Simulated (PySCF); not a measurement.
CH₄ClF₂NSi, SMILES CN[Si](F)(F)Cl. Atoms are numbered in the order given.

```xyz
10

C     -2.3636     0.1525     0.7130
N     -0.9865     0.4601     1.0676
Si     0.3757     0.2671     0.0947
F      1.6751     0.1917     1.0403
F      0.6731     1.4743    -0.9317
Cl     0.2210    -1.4091    -1.0499
H     -2.8579    -0.4283     1.5089
H     -2.3795    -0.4640    -0.1977
H     -2.9631     1.0588     0.5190
H     -0.8626     0.9198     1.9637
```

Geometry: ωB97X-D3(BJ)/def2-SVP. This is a generated structure with no PubChem entry under its InChIKey; it may be hypothetical. The values are those of a single conformer.

Level of theory: PBE0/pcSseg-1 run with PySCF.

GIAO shieldings, no solvent; atoms listed in one row are averaged. δ = σ(ref) − σ: ¹³C against TMS (σ = 186.3 ppm); ¹⁵N against NH3 (σ = 267.4 ppm); ²⁹Si against TMS (σ = 352.7 ppm); ¹⁹F against CFCl3 (σ = 167.2 ppm); ³⁵Cl against HCl (σ = 945.9 ppm); ¹H against TMS (σ = 31.56 ppm), references at their B3LYP-D3(BJ)/def2-TZVP geometries, non-relativistic (without spin–orbit terms, shifts of atoms bonded to Cl or Br come out too high).

Computed chemical shifts:
| nucleus | atoms | count | δ (ppm) |
|---|---|---|---|
| ¹³C | C1 | 1 | 31.1 |
| ¹⁵N | N2 | 1 | 35.0 |
| ²⁹Si | Si3 | 1 | -45.7 |
| ¹⁹F | F5 | 1 | -123.7 |
| ¹⁹F | F4 | 1 | -149.3 |
| ³⁵Cl | Cl6 | 1 | 17.6 |
| ¹H | H7, H8, H9 | 3 | 2.97 |
| ¹H | H10 | 1 | 1.22 |
